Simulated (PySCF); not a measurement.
# Dipole response of Pt²⁺ (platinum, charge +2)

[Xe] 4f14 5d8, high-spin 3F determinant. Calculation: PySCF 2.14, in aug-cc-pVTZ-PP with ECP60MDF (6s6p5d3f2g, 88 functions); a scalar-relativistic core potential. Coupled (time-dependent) response in atomic units; α is the mean over directions.

```
 method  mean α (bohr³)  C₆ (like pair)  S(−4)
LC-wPBE           9.447           61.43  20.13
```

S(−4) is the Cauchy moment in α(ω) = α(0) + S(−4) ω² + …

Spin-orbit coupling is absent.

α(iu) at LC-wPBE:

| u (hartree) | α(iu) (bohr³) |
| --- | --- |
| 0 | 9.447 |
| 0.0500 | 9.397 |
| 0.100 | 9.253 |
| 0.200 | 8.747 |
| 0.300 | 8.083 |
| 0.500 | 6.734 |
| 0.750 | 5.360 |
| 1.00 | 4.332 |
| 1.50 | 2.963 |
| 2.00 | 2.132 |
| 3.00 | 1.232 |
| 5.00 | 0.5461 |

A single London oscillator, α(iu) = α/(1 + u²/ω²), gives C₆ = (3/4) ω α². Matching the computed C₆ needs ω = 4 × 61.43 / (3 × 9.447²) = 0.918 hartree.

For an ion, C₆ is the dispersion term alone; charge-induced terms of lower order in 1/R come first.

Energies and moments cover only the electrons outside the core potential. Spin-orbit coupling, absent here, splits the open shell strongly.
